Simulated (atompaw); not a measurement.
Sn (Z = 50): one change to a PAW (atompaw) potential, before and after

```json
{"Element": "tin", "Generator": "atompaw 4.2.0.5", "Type": "PAW", "Functional": "PBEsol", "Relativity": "scalar-relativistic", "Frozen core": "[Kr] 4d10", "Valence charge": "4", "Reference configuration": "5s1.5 5p2.5", "Partial waves": "5s (bound): rc 2.95 bohr; 5s channel at 1.35 Ry: rc 2.95 bohr; 5p (bound): rc 2.95 bohr; 5p channel at 2.5 Ry: rc 2.95 bohr; 5d channel at 0.05 Ry: rc 2.95 bohr; 5d channel at 1.6 Ry: rc 2.85 bohr", "Local potential": "vpsmatchnc scheme with l = 3 at 0 Ry, radius 2.65 bohr", "Core correction": "smooth core density matched at 2.30 bohr", "Augmentation charge": "besselshape compensation charge, radius 2.60 bohr; PAW radius 2.95 bohr; waves and projectors: custom rrkj gramschmidtortho"}
```

All-electron outer shells of the reference configuration (PBEsol, scalar-relativistic, ld1.x):

```json
{"shell": "4p", "level (eV)": "-90.35", "outermost node (bohr)": "0.41", "outermost maximum (bohr)": "0.79"}
{"shell": "4d", "level (eV)": "-26.55", "outermost node (bohr)": "0.39", "outermost maximum (bohr)": "0.88"}
{"shell": "5s", "level (eV)": "-11.04", "outermost node (bohr)": "0.98", "outermost maximum (bohr)": "2.01"}
{"shell": "5p", "level (eV)": "-4.03", "outermost node (bohr)": "1.09", "outermost maximum (bohr)": "2.52"}
```

Change: local potential vpsmatchnc scheme with l = 3 at 0 Ry, radius 2.40 bohr.

Cutoffs: the cutoffs (Ry, on a coarse ladder) from which the occupation-weighted sum of valence levels, in a spherical-Bessel basis at the reference potential, stays within 10 and 1 mRy of its value at 400 Ry; they do not see the model core or the augmentation charge, which bear on the density cutoff.

What does the change do?

Both files are very soft, the changed one slightly harder (loose and tight cutoff 6 and 8 Ry → 6 and 12 Ry on this coarse ladder); the bound ghosts move from s to p, s. A state that the projectors do not describe sees the local part alone, so a deeper or shallower local part can create or remove a ghost.

| quantity | base | changed |
| --- | --- | --- |
| cutoff, loose | 6 Ry | 6 Ry |
| cutoff, tight | 8 Ry | 12 Ry |
| bound ghosts | s | s, p |
| s: phases at 2.96 bohr within 0.05 rad from the reference energy up to (Ry; the scan ends near 5) | 2.5 | 2.3 |
| p: phases at 2.96 bohr within 0.05 rad from the reference energy up to (Ry; the scan ends near 5) | 2.1 | n/a |
| d: phases at 2.96 bohr within 0.05 rad from the reference energy up to (Ry; the scan ends near 5) | n/a | 1.4 |
| lowest overlap eigenvalue by channel | s 0.30, p 0.38, d 0.88 | s 0.16, p 0.31, d 0.87 |

 A true bound ghost makes a file unfit for plane-wave use even where its test errors are small: the radial tests pick states by their node count and pass the ghost by. The cutoffs see the waves, projectors and local potential, not the compensation charge or the core.
